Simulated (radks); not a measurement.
Task: These are the eigenvalues of the occupied orbitals of an atom or ion with whole-number occupations (Ry). All-electron calculation, non-relativistic Kohn-Sham, TPSS, spin-polarised, spherical densities, point nucleus; meta-GGA in the generalised Kohn-Sham scheme. Program: a radial shooting solver on a logarithmic mesh with Libxc functionals.

| orbital | eigenvalue |
|---|---|
| 1s up | -3396.397 |
| 1s down | -3396.395 |
| 2s up | -664.6302 |
| 2s down | -663.3914 |
| 2p up | -639.7898 |
| 2p down | -638.8681 |
| 3s up | -244.8964 |
| 3s down | -243.6363 |
| 3p up | -234.8301 |
| 3p down | -233.4192 |
| 3d up | -217.8789 |

Which element is it, and in what charge state? The configuration may be excited. Open shells, if any, are filled with parallel spins first.

Result: Z = 62, samarium, charge +40: Sm40+ in [Ar] 3d4. The list shows which subshells hold electrons but not how many an open one holds; the 1s level, -1698.2 hartree, gives Z - s = 58.3 by -(Z - s)^2/2, which with screening narrows Z to a few neighbours, and the depths of the outer levels then fix element, charge and occupations together.
